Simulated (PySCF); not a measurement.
**P⁻ (phosphorus, charge -1) across methods**

[Ne] 3s2 3p4, high-spin 3P determinant. Computed with PySCF 2.14 in dyall-acv3z (19s12p6d4f, 113 functions), with the non-relativistic Hamiltonian (point nucleus).

| method | E (hartree) | mean ε 3s β (eV) | mean ε 3p α (eV) | mean ε 3p β (eV) | Σ⟨r²⟩ (bohr²) | ⟨S²⟩ |
| --- | --- | --- | --- | --- | --- | --- |
| PBE0 | -341.1747 | -6.838 | -0.275 | 1.004 | 50.71 | 2.011 |
| TPSS | -341.3269 | -5.592 | 0.660 | 1.734 | 51.21 | 2.010 |
| r2SCAN | -341.2784 | -5.607 | 0.398 | 1.660 | 51.38 | 2.021 |
| LDA | -340.0437 | -5.893 | 0.567 | 1.688 | 53.05 | 2.012 |
| M06-2X | -341.2853 | -8.012 | -1.119 | 0.276 | 50.53 | 2.017 |
| MN15 | -341.2913 | -7.523 | -0.874 | 0.478 | 52.91 | 2.024 |
| UHF | -340.70709 | -9.562 | -2.857 | -0.669 | 49.99 | 2.029 |

Problem. Estimate the same row for PBE.

Solution. E (hartree) = -341.1480; mean ε 3s β (eV) = -5.651; mean ε 3p α (eV) = 0.653; mean ε 3p β (eV) = 1.745; Σ⟨r²⟩ (bohr²) = 52.71; ⟨S²⟩ = 2.010.

The highest occupied level is positive at PBE0, PBE, TPSS, r2SCAN, LDA, M06-2X, MN15: only the finite basis holds that electron, which in a density functional comes from self-interaction.
